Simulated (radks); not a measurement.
The numbers below are computed, except where a source is named.
Spherical quantum dot in the effective-mass picture: electrons in a hard-walled sphere of radius 2.58, with a point charge +1 (a donor) at the centre, all in effective atomic units (hartree* = m*/eps^2 hartree, bohr* = eps/m* bohr), one dielectric constant everywhere. Level of theory: non-relativistic Kohn-Sham, PBEsol, spin-polarised, spherical densities (a radial shooting solver with Libxc functionals). Levels are named by radial order and angular momentum (1s, 1p, 1d, 2s, ...), and open shells are averaged over m. Results are scaled to m* = 0.253 and eps = 15.5, for which hartree* = 28.66 meV and bohr* = 3.242 nm. Each electron was tried in the lowest free levels, single moves between levels near the top were tried too, and the lowest total energy was kept; such a search can miss a lower state. At N = 1 the Hartree and exchange-correlation terms need not cancel, so that row can carry a self-interaction error.

N	open shells	2S	E (meV)	mu = E(N) - E(N-1) (meV)	addition energy mu(N+1) - mu(N) (meV)	e(HOMO) (meV)	rms radius (nm)
1	1s(up 1, down 0)	1	-9.51226	-9.5123	22.43	-0.68429	3.733
2	none	0	3.41017	12.922	42.53	20.986	4.003
3	1p(up 1, down 0)	1	58.8624	55.452	14.14	62.370	4.480
4	1p(up 2, down 0)	2	128.459	69.597	14.66	76.893	4.724
5	1p(up 3, down 0)	3	212.721	84.261	19.18	91.647	4.883
6	1p(up 3, down 1)	2	316.165	103.44	13.75	110.20	5.005
7	1p(up 3, down 2)	1	433.364	117.20	14.20	124.26	5.100
8	none	0	564.765	131.40	39.21	138.56	5.178
9	1d(up 1, down 0)	1	735.377	170.61	13.63	177.40	5.277
10	1d(up 2, down 0)	2	919.615	184.24	13.72	191.09	5.357
11	1d(up 3, down 0)	3	1117.58	197.96	13.77	204.84	5.426
12	1d(up 4, down 0)	4	1329.31	211.74	13.80	218.63	5.484
13	1d(up 5, down 0)	5	1554.85	225.54	17.80	232.44	5.536
14	1d(up 5, down 1)	4	1798.19	243.34	13.39	250.01	5.583
15	1d(up 5, down 2)	3	2054.92	256.73	13.49	263.46	5.625
16	1d(up 5, down 3)	2	2325.13	270.21	13.55	276.98	5.662
17	1d(up 5, down 4)	1	2608.89	283.76	13.58	290.55	5.697
18	none	0	2906.23	297.34	29.27	304.14	5.729
19	2s(up 1, down 0)	1	3232.84	326.61	22.49	335.66	5.710
20	none	0	3581.94	349.10	19.10	358.07	5.686
21	1f(up 1, down 0)	1	3950.13	368.20	13.25	374.81	5.723
22	1f(up 2, down 0)	2	4331.57	381.44	13.26	388.07	5.756
23	1f(up 3, down 0)	3	4726.28	394.70	13.28	401.34	5.788
24	1f(up 4, down 0)	4	5134.26	407.98	12.99	415.32	5.817
25	2s(up 1, down 0) 1f(up 6, down 0)	7	5555.24	420.97	12.66	426.98	5.893
26	2s(up 1, down 0) 1f(up 7, down 0)	8	5988.87	433.64	15.44	440.29	5.917
27	1f(up 7, down 0)	7	6437.95	449.08	15.67	458.04	5.894
28	1f(up 7, down 1)	6	6902.69	464.75	12.98	472.05	5.917
29	2s(up 1, down 0) 1f(up 7, down 3)	5	7380.43	477.73	12.39	483.54	5.982
30	2s(up 1, down 0) 1f(up 7, down 4)	4	7870.54	490.12	13.16	496.69	6.001
31	2s(up 1, down 0) 1f(up 7, down 5)	3	8373.82	503.28	13.17	509.86	6.019
32	2s(up 1, down 0) 1f(up 7, down 6)	2	8890.26	516.45	13.18	523.03	6.037
33	2s(up 1, down 0)	1	9419.89	529.62	17.44	536.21	6.054
34	none	0	9966.95	547.06	42.65	556.02	6.032
35	1g(up 1, down 0)	1	10556.7	589.71	12.98	596.20	6.051
36	1g(up 2, down 0)	2	11159.4	602.69	12.99	609.19	6.069
37	1g(up 3, down 0)	3	11775.0	615.68	12.99	622.18	6.086
38	1g(up 4, down 0)	4	12403.7	628.68	13.00	635.18	6.103
39	1g(up 5, down 0)	5	13045.4	641.67	13.00	648.17	6.119
40	1g(up 6, down 0)	6	13700.1	654.67	13.00	661.18	6.134
41	1g(up 7, down 0)	7	14367.7	667.68	13.00	674.18	6.149
42	1g(up 8, down 0)	8	15048.4	680.68	-	687.18	6.163

All shells are closed at N = 2, 8, 18, 20, 34 (there: 1s2 1p6 1d10 2s2 1f14); the second difference of the energy has clear peaks (12 % above both neighbours; the first and last values, which can be the largest, are not judged, and half-filled shells can peak too) at N = 2, 5, 8, 13, 18, 34.
